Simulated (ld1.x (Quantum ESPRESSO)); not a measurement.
**Before and after: TM potential for Br**

bromine, norm-conserving Troullier–Martins (Kleinman–Bylander form), made with ld1.x (Quantum ESPRESSO) 7.5 (LDA (PZ), scalar-relativistic). Core [Ar] 3d10, reference 4s1.75 4p5.25. Waves: 4s (bound): rc 1.10 bohr; 4p (bound): rc 1.80 bohr. Local part: all-electron potential smoothed inside 1.55 bohr (lloc = -2). Core correction: a·sin(br)/r model core, default radius (core density twice the valence density).

Change: fully relativistic.

Cutoffs: the cutoffs (Ry, on a coarse ladder) from which the occupation-weighted sum of valence levels, in a spherical-Bessel basis at the reference potential, stays within 10 and 1 mRy of its value at 400 Ry; they do not see the model core or the augmentation charge, which bear on the density cutoff. Errors are all-electron minus pseudo energies relative to the spin-unpolarised reference configuration.

Question: What does the change do?

Answer: The potential gets neither clearly harder nor softer (100 Ry and 200 Ry → 100 Ry and 200 Ry); the number of tests with a reliable result goes from 9 to 7; of the 7 tests that both files solve, the error grows in 1 and shrinks in 2 by more than 15 % and 0.3 meV (median size 1.3 → 1.0 meV); neither file shows a bound ghost.

```csv
quantity,base,changed
"cutoff, loose",100 Ry,100 Ry
"cutoff, tight",200 Ry,200 Ry
bound ghosts,none,none
"error for 4s2 4p5, meV [ΔE -3.09 eV]",-0.4,-0.5
"error for 4s2 4p4, meV [ΔE 9.62 → 9.63 eV]",-1.2,+1.0
"error for 4s2 4p3, meV [ΔE 32.57 → 32.58 eV]",+1.3,+7.7
"error for 4s1 4p5, meV [ΔE 22.67 eV]",-3.6,-0.8
"error for 4s2 4p5.3, meV [ΔE -5.09 eV]",+0.4,-0.1
"error for 4s1 4p6, meV [ΔE 9.33 → 9.33 eV]",-4.5,-4.1
"error for 4s2 4p1, meV [ΔE 113.14 → 113.17 eV]",-11,+11
s: phases at 1.94 bohr within 0.05 rad from the reference energy up to (Ry; the scan ends near 5),2.5,2.5
```
